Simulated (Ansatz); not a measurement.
A structure relaxed at PBE-D4/def2-SVP in Ansatz, charge -1, doublet:

```xyz
12

Cu    1.960   -0.292   -1.142
Cu   -0.013    1.269   -0.957
Cu   -0.349   -1.275   -0.884
Cu   -2.035    0.275    0.213
Cu   -0.547   -1.228    1.659
Cu    1.635   -0.181    1.198
Cu    0.459   -0.146   -2.954
Cu   -0.198    1.420    1.583
Te   -2.019    0.199   -2.340
Te    1.334   -2.605    0.512
Te    1.968    2.195    0.374
Te   -2.195    0.369    2.738
```

Give its formula and point group.

Cu8Te4⁻. Point group Cs (tolerance 0.1 Å).

Summarise the bond lengths by kind (pairs closer than 1.2 times the sum of covalent radii, bridged metal pairs left out).

15 × Cu–Te 2.53 to 2.91 Å; 1 × Cu–Cu 2.36 Å.

In the def2 sets Te takes a core potential; there is no spin–orbit coupling. The structure comes from a short search, and lower isomers may exist.
